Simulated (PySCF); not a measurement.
## Single point on BTe

State: ²Σ⁺ (doublet), unpaired electrons σ ↑.

An equivalent input (the run itself took its basis sets from the Basis Set Exchange, started from a PBE0 density and held the occupation σ 7α 6β, πx 3α 3β, πy 3α 3β, δx 1α 1β, δy 1α 1β):

```python
from pyscf import gto, dft
mol = gto.M(atom='B 0 0 0; Te 0 0 1.954', basis={'B': 'def2-TZVPP', 'Te': 'def2-TZVPP'}, ecp={'Te': 'def2-TZVPP'},
            charge=0, spin=1, verbose=4, symmetry='C2v')
mf = dft.UKS(mol, xc='BHANDHLYP')
mf.grids.atom_grid = (80, 434)
mf.grids.prune = dft.gen_grid.treutler_prune
mf.irrep_nelec = {'A1': (8, 7), 'A2': (1, 1), 'B1': (3, 3), 'B2': (3, 3)}
mf.conv_tol = 1e-9
mf.max_cycle = 60
mf.diis_space = 10
mf.kernel()
```

The log (some set-up lines and the per-cycle HOMO/LUMO lines removed):

```
******** <class 'pyscf.dft.uks_symm.SymAdaptedUKS'> ********
method = SymAdaptedUKS
damping factor = 0
level_shift factor = 0
DIIS = <class 'pyscf.scf.diis.CDIIS'>
diis_start_cycle = 1
diis_space = 10
diis_damp = 0
SCF conv_tol = 1e-09
SCF conv_tol_grad = None
SCF max_cycles = 60
number electrons alpha = 15  beta = 14
Set gradient conv threshold to 3.16228e-05
init E= -292.714875829504
cycle= 1 E= -292.715749605581  delta_E= -0.000874  |g|= 0.0215  |ddm|= 0.0888
cycle= 2 E= -292.715372065026  delta_E= 0.000378  |g|= 0.0325  |ddm|= 0.06
cycle= 3 E= -292.716019211946  delta_E= -0.000647  |g|= 0.00451  |ddm|= 0.0339
cycle= 4 E= -292.716034829622  delta_E= -1.56e-05  |g|= 0.00154  |ddm|= 0.00561
cycle= 5 E= -292.716041621184  delta_E= -6.79e-06  |g|= 0.000723  |ddm|= 0.00507
cycle= 6 E= -292.716044963596  delta_E= -3.34e-06  |g|= 0.000496  |ddm|= 0.00335
cycle= 7 E= -292.716047630233  delta_E= -2.67e-06  |g|= 0.000223  |ddm|= 0.00467
cycle= 8 E= -292.716048034212  delta_E= -4.04e-07  |g|= 6.23e-05  |ddm|= 0.00213
cycle= 9 E= -292.716048051784  delta_E= -1.76e-08  |g|= 1.63e-05  |ddm|= 0.00045
cycle= 10 E= -292.716048052641  delta_E= -8.57e-10  |g|= 2.74e-06  |ddm|= 8.36e-05
Extra cycle  E= -292.716048052659  delta_E= -1.81e-11  |g|= 1.73e-06  |ddm|= 7.5e-06
converged SCF energy = -292.716048052659  <S^2> = 0.76997894  2S+1 = 2.0198801
```

Repeating this along the bond gives Re = 1.945 Å and ωe = 829 cm⁻¹.

A point of this curve took 1.4 CPU seconds beside 0.39 for the integrals, on Arm Neoverse V2 (shared host).

Spin–orbit coupling is left out. The state is the lowest determinant that a PBE0 search found; another state may lie lower at other levels.
